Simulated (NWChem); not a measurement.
System: CH₄O₃W; SMILES [O]=[W]([CH3])([OH])=[O]

Input file for NWChem:

```
start job
memory heap 200 mb stack 900 mb global 1100 mb
geometry units angstroms noautoz
  W     -0.087575     0.009057    -0.005027
  O      0.917723    -0.168120     1.359532
  O      0.883169    -0.149749    -1.396602
  O     -1.150868     1.553228     0.018386
  H     -1.094558     2.512235     0.025850
  C     -1.315246    -1.702525    -0.001544
  H     -1.939543    -1.711569     0.907411
  H     -0.708819    -2.621291    -0.019417
  H     -1.966348    -1.694536    -0.891571
end
basis spherical
  * library def2-svp
end
ecp
  W library def2-ecp
end
dft
  xc hfexch
  iterations 150
  mulliken
end
task dft energy
```

Output (shortened):

```
             Northwest Computational Chemistry Package (NWChem) 7.3.0
             --------------------------------------------------------

 C1  symmetry detected

                             Geometry "geometry" -> ""
                             -------------------------

 Output coordinates in angstroms (scale by  1.889725989 to convert to a.u.)

  No.       Tag          Charge          X              Y              Z
 ---- ---------------- ---------- -------------- -------------- --------------
    1 W                   74.0000     0.05216442     0.03578685    -0.00001103
    2 O                    8.0000     1.03142611    -0.18330932     1.37733440
    3 O                    8.0000     1.02875539    -0.18442767    -1.37907589
    4 O                    8.0000    -0.92877559     1.63371080     0.00008081
    5 H                    1.0000    -0.82227469     2.58847614     0.00136778
    6 C                    6.0000    -1.26364696    -1.60900477     0.00143134
    7 H                    1.0000    -1.89769874    -1.57829184     0.90313128
    8 H                    1.0000    -0.70613717    -2.55840904    -0.00286934
    9 H                    1.0000    -1.90342204    -1.57376415    -0.89611623

 Effective nuclear repulsion energy (a.u.)     791.9474156199

 Summary of "ao basis" -> "ao basis" (spherical)
 ------------------------------------------------------------------------------
       Tag                 Description            Shells   Functions and Types
 ---------------- ------------------------------  ------  ---------------------
 W                          def2-svp                12       32   6s3p2d1f
 O                          def2-svp                 6       14   3s2p1d
 H                          def2-svp                 3        5   2s1p
 C                          def2-svp                 6       14   3s2p1d

            General Information
            -------------------
          SCF calculation type: DFT
          Wavefunction type:  closed shell.
          No. of atoms     :     9
          No. of electrons :    48
           Alpha electrons :    24
            Beta electrons :    24
          Charge           :     0
          Spin multiplicity:     1
          Use of symmetry is: off; symmetry adaption is: off
          Maximum number of iterations: 150
          AO basis - number of functions:   108
                     number of shells:    48
          Convergence on energy requested:  1.00D-06
          Convergence on density requested:  1.00D-05
          Convergence on gradient requested:  5.00D-04

              XC Information
              --------------
                     Hartree-Fock (Exact) Exchange  1.000

      Superposition of Atomic Density Guess
      -------------------------------------

 Sum of atomic energies:        -336.87200466

      Non-variational initial energy
      ------------------------------

 Total energy =    -330.648800
 1-e energy   =    -911.883197
 2-e energy   =     360.452099
 HOMO         =      -0.369599
 LUMO         =      -0.006662

     ---------------------------------------------
      Total Density - Mulliken Population Analysis
     ---------------------------------------------

    Atom       Charge   Shell Charges
 -----------   ------   -------------------------------------------------------
    1 W   14    11.10   0.04 -0.35  1.80  0.54  0.39  0.08  5.49  0.57  0.12  1.95  0.31  0.16
    2 O    8     9.07   1.99  1.16  0.74  3.18  1.99  0.01
    3 O    8     9.07   1.99  1.16  0.74  3.18  1.99  0.01
    4 O    8     8.82   1.99  1.10  0.66  3.10  1.96  0.00
    5 H    1     0.64   0.52  0.06  0.06
    6 C    6     6.78   1.99  0.96  0.35  2.14  1.33  0.01
    7 H    1     0.84   0.64  0.17  0.03
    8 H    1     0.84   0.64  0.17  0.03
    9 H    1     0.84   0.64  0.17  0.03

   convergence    iter        energy       DeltaE   RMS-Dens  Diis-err
 ---------------- ----- ----------------- --------- --------- ---------
 d= 0,ls=0.0,diis     1   -330.6659428387 -5.51D+02  2.33D-02  3.45D+00
 d= 0,ls=0.0,diis     2   -330.2897376464  3.76D-01  1.39D-02  7.96D+00
 d= 0,ls=0.0,diis     3   -331.0365326717 -7.47D-01  1.36D-03  3.87D-02
 d= 0,ls=0.0,diis     4   -331.0405009975 -3.97D-03  5.42D-04  8.28D-03
 d= 0,ls=0.0,diis     5   -331.0414699035 -9.69D-04  1.76D-04  2.91D-04
  Resetting Diis
 d= 0,ls=0.0,diis     6   -331.0415471426 -7.72D-05  9.26D-05  4.06D-05
 d= 0,ls=0.0,diis     7   -331.0415639220 -1.68D-05  3.15D-05  7.28D-06
 d= 0,ls=0.0,diis     8   -331.0415665890 -2.67D-06  1.57D-05  3.40D-06
 d= 0,ls=0.0,diis     9   -331.0415674856 -8.97D-07  2.48D-05  1.80D-06
 d= 0,ls=0.0,diis    10   -331.0415683344 -8.49D-07  6.82D-06  2.97D-07

         Total DFT energy =     -331.041568334419
      One electron energy =     -915.040367263021
           Coulomb energy =      401.234606705185
    Exchange-Corr. energy =      -38.018105848296
 Nuclear repulsion energy =      220.782298071713

 Numeric. integr. density =        0.000000000000

                       DFT Final Molecular Orbital Analysis
                       ------------------------------------

 Vector   22  Occ=2.000000D+00  E=-5.121136D-01
              MO Center=  2.2D-01,  2.8D-01, -3.5D-03, r^2= 3.5D+00
   Bfn.  Coefficient  Atom+Function         Bfn.  Coefficient  Atom+Function
  ----- ------------  ---------------      ----- ------------  ---------------
    66      0.341063  4 O  pz                37     -0.299969  2 O  py
    51      0.300730  3 O  py                69      0.285543  4 O  pz
    17     -0.252448  1 W  d -1              40     -0.227194  2 O  py
    54      0.227795  3 O  py                85     -0.104165  6 C  pz
    94     -0.087422  7 H  s                 52     -0.086626  3 O  pz

 Vector   23  Occ=2.000000D+00  E=-4.704633D-01
              MO Center=  9.7D-01, -1.8D-01, -8.4D-04, r^2= 2.5D+00
   Bfn.  Coefficient  Atom+Function         Bfn.  Coefficient  Atom+Function
  ----- ------------  ---------------      ----- ------------  ---------------
    36      0.406277  2 O  px                50     -0.406478  3 O  px
    39      0.322437  2 O  px                53     -0.322596  3 O  px
     9      0.160285  1 W  pz                38     -0.146154  2 O  pz
    52     -0.145503  3 O  pz                41     -0.112671  2 O  pz
    55     -0.112137  3 O  pz                37     -0.076165  2 O  py

 Vector   24  Occ=2.000000D+00  E=-4.611575D-01
              MO Center= -2.6D-01, -8.3D-01, -6.8D-05, r^2= 3.3D+00
   Bfn.  Coefficient  Atom+Function         Bfn.  Coefficient  Atom+Function
  ----- ------------  ---------------      ----- ------------  ---------------
    84      0.292786  6 C  py                82      0.258562  6 C  s
     8      0.244754  1 W  py                87      0.239605  6 C  py
    37     -0.236547  2 O  py                51     -0.236564  3 O  py
    83      0.207371  6 C  px                 3     -0.190673  1 W  s
    40     -0.191184  2 O  py                54     -0.191212  3 O  py

 Vector   25  Occ=0.000000D+00  E= 6.049200D-02
              MO Center= -2.9D-01,  6.4D-02,  4.6D-04, r^2= 3.1D+00
   Bfn.  Coefficient  Atom+Function         Bfn.  Coefficient  Atom+Function
  ----- ------------  ---------------      ----- ------------  ---------------
    20      0.730728  1 W  d  2              13     -0.361514  1 W  px
   100      0.270766  8 H  s                 25      0.268664  1 W  d  2
     6      0.252957  1 W  s                 67      0.252846  4 O  px
     5     -0.227110  1 W  s                105     -0.203913  9 H  s
    95     -0.202760  7 H  s                 64      0.192998  4 O  px

 Vector   26  Occ=0.000000D+00  E= 8.758718D-02
              MO Center= -4.5D-01,  1.1D+00,  2.3D-03, r^2= 7.4D+00
   Bfn.  Coefficient  Atom+Function         Bfn.  Coefficient  Atom+Function
  ----- ------------  ---------------      ----- ------------  ---------------
     6      1.577325  1 W  s                  5     -0.726244  1 W  s
    82     -0.680756  6 C  s                 63     -0.461687  4 O  s
    14      0.365024  1 W  py                13     -0.236687  1 W  px
   105      0.180649  9 H  s                 95      0.178842  7 H  s
    20     -0.148226  1 W  d  2               3     -0.137480  1 W  s

 Vector   27  Occ=0.000000D+00  E= 9.264666D-02
              MO Center=  9.3D-02, -1.3D-01, -3.2D-04, r^2= 2.3D+00
   Bfn.  Coefficient  Atom+Function         Bfn.  Coefficient  Atom+Function
  ----- ------------  ---------------      ----- ------------  ---------------
    17      0.792750  1 W  d -1              95      0.296685  7 H  s
   105     -0.294487  9 H  s                 19     -0.282619  1 W  d  1
    40     -0.265300  2 O  py                54      0.264883  3 O  py
    37     -0.233045  2 O  py                51      0.232675  3 O  py
    24     -0.195623  1 W  d  1              15     -0.165965  1 W  pz

     ---------------------------------------------
      Total Density - Mulliken Population Analysis
     ---------------------------------------------

    Atom       Charge   Shell Charges
 -----------   ------   -------------------------------------------------------
    1 W   14    12.34   0.04 -0.36  1.86  0.52  0.40 -0.02  5.64  0.51  0.15  2.96  0.40  0.26
    2 O    8     8.52   1.99  1.09  0.81  2.74  1.88  0.01
    3 O    8     8.52   1.99  1.09  0.81  2.74  1.88  0.01
    4 O    8     8.63   1.99  1.03  0.73  2.87  2.00  0.01
    5 H    1     0.73   0.64  0.03  0.07
    6 C    6     6.58   1.99  0.84  0.42  2.04  1.27  0.02
    7 H    1     0.90   0.73  0.14  0.03
    8 H    1     0.88   0.72  0.13  0.03
    9 H    1     0.90   0.73  0.14  0.03

     -------------------------------------------
      Total Density - Lowdin Population Analysis
     -------------------------------------------

[...]
```

Level: Hartree-Fock/def2-SVP with def2 effective core potentials on W. All runs use the structure optimised with PBE0/def2-SVP. Not confirmed as a minimum by frequencies. def2 effective core potentials on W; no spin-orbit coupling.
